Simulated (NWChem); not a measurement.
System: C$_{2}$HCl$_{3}$Si; SMILES C(#C)[Si](Cl)(Cl)Cl

```xyz
7

C      0.0002    -3.0443     0.1517
C      0.0001    -1.8299     0.0926
Si     0.0000    -0.0224     0.0009
Cl    -0.3278     0.7662     1.8564
Cl    -1.4763     0.6051    -1.2638
Cl     1.8040     0.6345    -0.6967
H      0.0002    -4.1196     0.2038
```
Atoms are numbered in this order, from 1.

Level: PBE0/def2-SVP (NWChem), optimised geometry, unscaled harmonic frequencies. 

Q: List the harmonic frequencies with IR intensities, and the thermochemistry.

A: 
| frequency (cm⁻¹) | IR intensity (km/mol) |
|---|---|
| 107 | 0.9 |
| 107 | 0.9 |
| 176 | 0.4 |
| 176 | 0.4 |
| 220 | 13.8 |
| 347 | 23.2 |
| 347 | 23.2 |
| 441 | 7.9 |
| 636 | 205.4 |
| 636 | 205.4 |
| 709 | 188.8 |
| 760 | 30.5 |
| 760 | 30.4 |
| 2178 | 85.0 |
| 3471 | 59.4 |

```yaml
zero_point_energy: 15.8 kcal/mol
thermal correction to the enthalpy at 298.15 K (with zero-point energy): 21.2 kcal/mol
heat capacity Cv: 24.1 cal/(mol K)
entropy at 298.15 K and 1 atm (symmetry number 1): 88.6 cal/(mol K)
dipole_moment: 2.02 D
```

Rigid rotor and harmonic oscillator.
